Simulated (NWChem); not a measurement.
System: InI₂, doublet; SMILES [I][In][I]

Results from NWChem. Spin-unrestricted. In the optimisation the excess spin sits in a1 (C2v, its own frame). The geometry was optimised at PBE-D3(BJ)/def2-SVP, spin-unrestricted. The spin multiplicity was typed, not searched, and may not be the lowest. No stability test was run on the SCF state. def2 effective core potentials on In, I; no spin-orbit coupling. Vertical excitations in the gas phase; the lowest state need not have the same character in each row. Excited states of an open shell can be spin-contaminated.

```json
[
 {"level": "PBE/def2-SVP, TDA", "lowest excitation (eV)": "1.34", "lowest empty minus highest occupied level, either spin (eV)": "0.58"},
 {"level": "B3LYP/def2-SVP, TDA", "lowest excitation (eV)": "1.52", "lowest empty minus highest occupied level, either spin (eV)": "1.69"},
 {"level": "BHandHLYP/def2-SVP, TDA", "lowest excitation (eV)": "2.03", "lowest empty minus highest occupied level, either spin (eV)": "3.62"},
 {"level": "UHF/def2-SVP, CIS", "lowest excitation (eV)": "3.09", "lowest empty minus highest occupied level, either spin (eV)": "7.50"}
]
```
